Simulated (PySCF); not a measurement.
These 4 structures share the formula C3H8BFO. The calculation used PBE0-D3(BJ)/def2-SVP geometry optimisation, gas phase (PySCF 2.14.0). Energies are electronic, without zero-point or thermal terms, for one conformer each. No frequencies were run at this level. Point groups hold within 0.08 Å.

Question: Rank from lowest to highest electronic energy at this level (kcal/mol).
A. `[BH2:1][O:2][C:3]([CH3:4])([CH3:5])[F:6]` with H–B1–O2–C3 0° and 180°, B1–O2–C3–C4 -65°
B. `[CH3:1][CH:2]([CH3:3])[O:4][BH:5][F:6]` with C1–C2–O4–B5 139°, C2–O4–B5–F6 0°
C. `[BH3-:1][O+:2]1[CH2:3][CH2:4][C@@H:5]1[F:6]` with B1–O2–C3–C4 136°, O2–C3–C4–C5 -8°, C3–C4–C5–F6 121°, B1–O2–C5–C4 -136°
D. `[CH3:1][CH2:2][B:3]([F:4])[O:5][CH3:6]` with C1–C2–B3–F4 -179°, C2–B3–O5–C6 180°

Answer: D (0.0), B (4.3), A (49.7), C (109.5).

As drawn, the lowest has a B–F bond, which the highest lacks; the highest has a four-membered ring, which the lowest lacks.

| SMILES | E (Eh) | E rel (kcal/mol) | dipole (D) | point group | A, B, C (MHz) |
| --- | --- | --- | --- | --- | --- |
| CCB(F)OC | -318.58082 | 0.0 | 0.98 | near Cs | 5385, 2426, 1726 |
| CC(C)OBF | -318.57395 | 4.3 | 1.72 | C1 | 6061, 2246, 1984 |
| BOC(C)(C)F | -318.50155 | 49.7 | 2.29 | Cs | 4736, 2948, 2884 |
| [BH3-][O+]1CC[C@@H]1F | -318.40628 | 109.5 | 5.57 | C1 | 4963, 3544, 2353 |

As an exercise, what shares would exp(−E/RT) give at 500 K from these electronic energies alone (no entropy, no degeneracies)?

RT = 0.994 kcal/mol: CCB(F)OC 98.7 %, CC(C)OBF 1.3 %, BOC(C)(C)F under 0.1 %, [BH3-][O+]1CC[C@@H]1F under 0.1 %.
